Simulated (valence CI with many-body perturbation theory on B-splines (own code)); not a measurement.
**Ta LVIII: E2, M1, M2 decay**

Level of theory: relativistic CI+MBPT: six valence electrons over a frozen Dirac-Fock core [Ne], radial functions for each j: 9 s, 9 p, 8 d, 6 f, 3 g, 1 h, with the one-electron correlation potential Σ1 (screened to all orders), the two-electron term Σ2, the three-electron term Σ3, Breit, model QED; selected single and double excitations, second order for the rest, scaled by the run's own slope (own B-spline code, finite nucleus).

The last digits are not significant, and no measured levels were compared; by estimate large intervals hold to a few tenths of a per cent, small ones and those within an open d or f shell to about a per cent. Among the levels kept, up to 960 cm⁻¹ of a level comes from second order outside the variational space, and about a tenth of that is noise between levels of different J, which matters for small intervals.

Lines 1 to 28 of 28 in falling wavelength, among levels below 5361.1 × 10³ cm⁻¹, chosen from the decays that carry over 1 % of a level's rate. Wavelengths and rates use the calculated energies. Electric multipoles are in the length gauge with retardation, E1 and E2 with the static RPA response of the core. M1 uses the relativistic operator with retardation. S is in atomic units (e²a₀⁴ for E2 and M2, e²a₀⁶ for E3), for M1 in squared Bohr magnetons. Weak lines are less certain than strong ones. Lines between different terms over intervals too small for the method are left out, as are lines whose strength nearly cancels. The highest levels of a list are the least certain.

Levels are named by their leading jj configuration (3d3/2^4 stands for four electrons in 3d with j = 3/2), which in mixed levels can hold well under half, so a name can repeat and another be missing. Letters in brackets count levels of one name in rising energy.

| λ vac (Å) | Upper | Lower | Type | A (s⁻¹) | S (a.u.) |
| --- | --- | --- | --- | --- | --- |
| 41280 | (3s^2 3p1/2^2 3p3/2 3d3/2) J=0 | (3s^2 3p1/2^2 3p3/2 3d3/2) J=1 | M1 | 5.05e-01 | 1.32e+00 |
| 1444 | (3s^2 3p1/2^2 3p3/2 3d3/2) J=0 | (3s^2 3p1/2^2 3p3/2 3d3/2) J=2 | E2 | 1.59e-01 | 8.91e-04 |
| 638.8 | (3s^2 3p1/2^2 3p3/2^2) J=0 | (3s^2 3p1/2^2 3p3/2^2) J=2 | E2 | 1.38e+01 | 1.31e-03 |
| 175.7 | (3s^2 3p1/2^2 3p3/2 3d5/2) J=4 | (3s^2 3p1/2^2 3p3/2 3d3/2) J=3 | M1 | 2.16e+06 | 3.90e+00 |
| 165.2 | (3s^2 3p1/2 3p3/2^2 3d5/2) J=5 | (3s^2 3p1/2 3p3/2^2 3d3/2) J=4 | M1 | 2.38e+06 | 4.37e+00 |
| 154.9 | (3s^2 3p1/2 3p3/2^2 3d5/2) J=4 [b] | (3s^2 3p1/2 3p3/2^2 3d3/2) J=3 [a] | M1 | 1.46e+06 | 1.80e+00 |
| 54.64 | (3s^2 3p1/2 3p3/2^2 3d3/2) J=4 | (3s^2 3p1/2^2 3p3/2 3d5/2) J=3 | M1 | 5.95e+05 | 3.24e-02 |
| 51.83 | (3s^2 3p1/2^2 3p3/2 3d3/2) J=0 | (3s^2 3p1/2^2 3p3/2^2) J=2 | M2 | 5.88e+00 | 1.96e-09 |
| 43.27 | (3s^2 3p1/2 3p3/2^2 3d5/2) J=4 [a] | (3s^2 3p1/2^2 3p3/2 3d5/2) J=3 | M1 | 8.48e+07 | 2.29e+00 |
| 41.49 | (3s^2 3p1/2 3p3/2^2 3d5/2) J=4 [b] | (3s^2 3p1/2^2 3p3/2 3d5/2) J=3 | M1 | 2.38e+07 | 5.66e-01 |
| 41.06 | (3s^2 3p1/2 3p3/2^2 3d5/2) J=5 | (3s^2 3p1/2^2 3p3/2 3d5/2) J=3 | E2 | 1.28e+06 | 1.47e-03 |
| 40.59 | (3s^2 3p1/2 3p3/2^3) J=1 | (3s^2 3p1/2^2 3p3/2^2) J=0 | M1 | 9.41e+07 | 7.00e-01 |
| 40.19 | (3s^2 3p1/2 3p3/2^2 3d3/2) J=0 | (3s^2 3p1/2^2 3p3/2 3d3/2) J=1 | M1 | 2.90e+08 | 6.98e-01 |
| 39.78 | (3s^2 3p1/2 3p3/2^2 3d5/2) J=4 [a] | (3s^2 3p1/2^2 3p3/2 3d5/2) J=4 | M1 | 2.06e+08 | 4.34e+00 |
| 39.31 | (3s^2 3p1/2 3p3/2^2 3d3/2) J=2 [a] | (3s^2 3p1/2^2 3p3/2 3d3/2) J=2 | M1 | 1.60e+08 | 1.80e+00 |
| 39.03 | (3s^2 3p1/2 3p3/2^2 3d5/2) J=4 [b] | (3s^2 3p1/2^2 3p3/2 3d5/2) J=2 | E2 | 2.23e+06 | 1.62e-03 |
| 38.43 | (3s^2 3p1/2 3p3/2^2 3d3/2) J=4 | (3s^2 3p1/2^2 3p3/2 3d3/2) J=3 | M1 | 4.95e+07 | 9.37e-01 |
| 38.43 | (3s^2 3p1/2 3p3/2^2 3d3/2) J=4 | (3s^2 3p1/2^2 3p3/2 3d3/2) J=3 | E2 | 3.75e+06 | 2.53e-03 |
| 38.27 | (3s^2 3p1/2 3p3/2^2 3d5/2) J=4 [b] | (3s^2 3p1/2^2 3p3/2 3d5/2) J=4 | M1 | 3.14e+07 | 5.87e-01 |
| 38.27 | (3s^2 3p1/2 3p3/2^2 3d5/2) J=4 [b] | (3s^2 3p1/2^2 3p3/2 3d5/2) J=4 | E2 | 2.46e+06 | 1.62e-03 |
| 38.16 | (3s^2 3p1/2 3p3/2^3) J=1 | (3s^2 3p1/2^2 3p3/2^2) J=2 | M1 | 2.71e+08 | 1.67e+00 |
| 38.16 | (3s^2 3p1/2 3p3/2^3) J=1 | (3s^2 3p1/2^2 3p3/2^2) J=2 | E2 | 4.14e+06 | 8.99e-04 |
| 37.90 | (3s^2 3p1/2 3p3/2^2 3d5/2) J=5 | (3s^2 3p1/2^2 3p3/2 3d5/2) J=4 | M1 | 5.22e+07 | 1.16e+00 |
| 37.90 | (3s^2 3p1/2 3p3/2^2 3d5/2) J=5 | (3s^2 3p1/2^2 3p3/2 3d5/2) J=4 | E2 | 3.55e+06 | 2.73e-03 |
| 37.40 | (3s^2 3p1/2 3p3/2^2 3d3/2) J=4 | (3s^2 3p1/2^2 3p3/2 3d3/2) J=2 | E2 | 1.77e+06 | 1.04e-03 |
| 37.09 | (3s^2 3p1/2 3p3/2^3) J=2 | (3s^2 3p1/2^2 3p3/2^2) J=2 | M1 | 1.66e+08 | 1.57e+00 |
| 37.09 | (3s^2 3p1/2 3p3/2^3) J=2 | (3s^2 3p1/2^2 3p3/2^2) J=2 | E2 | 6.28e+06 | 1.97e-03 |
| 35.22 | (3s^2 3p1/2 3p3/2^2 3d5/2) J=3 [b] | (3s^2 3p1/2^2 3p3/2 3d5/2) J=4 | M1 | 1.49e+08 | 1.69e+00 |
